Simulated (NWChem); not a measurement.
Species: H₂SeS₂; SMILES [Se](S)S

```xyz
5

Se     0.0000     0.0000     0.6740
S      1.7548    -0.0435    -0.6634
H      1.8737     1.2934    -0.8447
S     -1.7548     0.0435    -0.6634
H     -1.8737    -1.2934    -0.8447
```
Atoms are numbered in this order, from 1.

Program: NWChem. Coordinates come from a PBE0/def2-SVP optimisation. Ions are spin-unrestricted doublets at the neutral geometry; other ion states weren't tried.

**Question.** Predict the results for PBE/def2-SVP. Quantities: vertical ionisation energy, ΔSCF (eV); −ε(HOMO) (eV).

**Answer.** The vertical ionisation energy, ΔSCF (eV) is 9.05 and the −ε(HOMO) (eV) is 5.88.
